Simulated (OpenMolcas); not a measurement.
What dynamic correlation does to the levels of Cr2+

```yaml
Program: OpenMolcas
Basis: ANO-RCC-VTZP [6s5p3d2f1g]
Scalar_Hamiltonian: DKH2, point nucleus
Active_space: 4 electrons in 10 orbitals (3d 4d)
State_averaging: 2S+1 = 5 even, 5 roots; 2S+1 = 3 even, 45 roots; 2S+1 = 1 even, 44 roots
Spin-orbit_coupling: state interaction with AMFI integrals over the reference wave functions, term energies averaged over their components
```

Methods on the same reference wave functions:
A. CASSCF
B. SS-CASPT2, IPEA 0.25 Eh, imaginary shift 0.1 Eh (closed shells correlated: 3s 3p)
C. MS-CASPT2, IPEA 0.25 Eh, imaginary shift 0.1 Eh (closed shells correlated: 3s 3p)

Energies in cm⁻¹ above 3d⁴ ⁵D₀, the measured ground level; measured values from Sugar and Corliss, J. Phys. Chem. Ref. Data 6, 317 (1977).

```json
{"Level": "3d⁴ ⁵D₀", "A": "0.0", "B": "0.0", "C": "0.0", "Measured": "0.0"}
{"Level": "3d⁴ ⁵D₁", "A": "66.3", "B": "67.0", "C": "67.0", "Measured": "62.2"}
{"Level": "3d⁴ ⁵D₂", "A": "197", "B": "199", "C": "199", "Measured": "183"}
{"Level": "3d⁴ ⁵D₃", "A": "388", "B": "390", "C": "390", "Measured": "357"}
{"Level": "3d⁴ ⁵D₄", "A": "636", "B": "637", "C": "637", "Measured": "576"}
{"Level": "3d⁴ ³H₄", "A": "19164", "B": "17880", "C": "17880", "Measured": "17274"}
{"Level": "3d⁴ ³H₅", "A": "19311", "B": "18030", "C": "18030", "Measured": "17397"}
{"Level": "3d⁴ ³H₆", "A": "19479", "B": "18200", "C": "18200", "Measured": "17531"}
{"Level": "3d⁴ ³P₀(1)", "A": "20674", "B": "17260", "C": "17260", "Measured": "16771"}
{"Level": "3d⁴ ³P₁(1)", "A": "21061", "B": "17660", "C": "17660", "Measured": "17169"}
{"Level": "3d⁴ ³P₂(1)", "A": "21772", "B": "18370", "C": "18370", "Measured": "17851"}
{"Level": "3d⁴ ³F₂(1)", "A": "22017", "B": "19100", "C": "19100", "Measured": "18452"}
{"Level": "3d⁴ ³F₃(1)", "A": "22079", "B": "19170", "C": "19170", "Measured": "18511"}
{"Level": "3d⁴ ³F₄(1)", "A": "22172", "B": "19260", "C": "19260", "Measured": "18583"}
{"Level": "3d⁴ ³G₃", "A": "24163", "B": "21490", "C": "21490", "Measured": "20704"}
{"Level": "3d⁴ ³G₄", "A": "24340", "B": "21670", "C": "21670", "Measured": "20853"}
{"Level": "3d⁴ ³G₅", "A": "24504", "B": "21840", "C": "21840", "Measured": "20996"}
{"Level": "3d⁴ ¹I₆", "A": "28904", "B": "27180", "C": "27180", "Measured": "26015"}
{"Level": "3d⁴ ¹G₄(1)", "A": "30301", "B": "26640", "C": "26630", "Measured": "25139"}
{"Level": "3d⁴ ³D₃", "A": "31432", "B": "26710", "C": "26710", "Measured": "25726"}
{"Level": "3d⁴ ³D₂", "A": "31479", "B": "26760", "C": "26760", "Measured": "25781"}
{"Level": "3d⁴ ³D₁", "A": "31528", "B": "26810", "C": "26810", "Measured": "25848"}
{"Level": "3d⁴ ¹S₀", "A": "35264", "B": "28810", "C": "28810", "Measured": "27372"}
{"Level": "3d⁴ ¹D₂", "A": "37842", "B": "33700", "C": "33700", "Measured": "32152"}
```

Deviations, from unrounded energies. A percentage is the sum of absolute deviations over the sum of measured energies, with the sign that they share, or ± where signs differ.

| Against measurement | Levels | A | B | C |
| --- | --- | --- | --- | --- |
| mean absolute deviation (cm-1) | 23 | 3400 | 720 | 720 |
| fine structure of the ground term (%) | 4 | +9.3 | +9.8 | +9.8 |
| other terms of the ground configuration (%) | 19 | +18.9 | +4.0 | +4.0 |

B, C lie about equally close to measurement and A furthest from it. The largest miss of C in the table is 3d⁴ ¹D₂, by +1500 cm-1. The ranking rests on the paired levels alone, and a cruder setting can come out closer through cancelling errors.

Between B and C no level of the table moves by more than 5 cm-1.

The two smallest mean deviations differ by little beside CASPT2's spread within terms, so their order carries little weight.

From A to B the spin-free energies of the other terms of 3d⁴ shown, above ⁵D, scale by factors of 0.81 to 0.94, as is usual when dynamic correlation screens the repulsion within a d or f shell.

The lowest spin-free term lies below A's lowest term by 0.352 hartree in B, 0.352 hartree in C.

CASPT2 does not keep the components of a term degenerate, so their means are used; among the terms shown or strongly mixed into the levels shown the widest spread is 1100 cm-1 (3d⁴ ¹I, C). Active for correlation alone: 4d; no level in the range computed is led by a configuration that fills it, so any true level of that kind is missing. The CASPT2 spread within a term exceeds the gap to the next term for 3d⁴ ¹G(1) and 3d⁴ ³D, so the order of their levels is uncertain (figures for B; the like holds for C). Without dynamic correlation excited terms often stand tens of per cent too high (terms of higher spin than the ground term too low), and those without a measured partner can miss by more than the paired ones (holds for A). Computed and measured levels are paired by configuration, term and J; levels that our copy of the source lacks, or whose pairing is in doubt (as where it misses far off the trend of its configuration), stay unpaired and out of the deviations. Only configurations of the active space appear. The table leaves out levels that lie high or whose names do not pair safely across all columns.

A number in round brackets counts repeated terms of one configuration in the order of the reference energies.
